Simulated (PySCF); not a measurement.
**Ca⁸⁺ (calcium, charge +8) across methods**

[Ne] 3s2, closed-shell 1S. Computed with PySCF 2.14 in an uncontracted even-tempered set (19 s from 0.4 bohr⁻², ratio 2.5; 12 p from 0.52 bohr⁻², ratio 2.5; 5 d from 2.4 bohr⁻², ratio 2.7; 4 f from 3.5 bohr⁻², ratio 2.7), with the spin-free X2C one-electron Hamiltonian (Gaussian nucleus).

```tsv
method	E (hartree)	mean ε 2s (eV)	mean ε 2p (eV)	mean ε 3s (eV)	Σ⟨r²⟩ (bohr²)	⟨S²⟩
UHF	-657.77006	-623.11	-532.88	-186.43	3.386	0.000
LDA	-656.404	-574.98	-497.99	-178.78	3.370	0.000
r2SCANh	-658.237	-587.06	-505.34	-179.83	3.379	0.000
PBE0	-658.119	-588.51	-507.28	-180.90	3.372	0.000
r2SCAN	-658.235	-582.98	-502.15	-178.98	3.379	0.000
BLYP	-658.338	-576.38	-498.41	-178.75	3.372	0.000
PBE	-658.082	-576.47	-498.24	-178.67	3.370	0.000
```
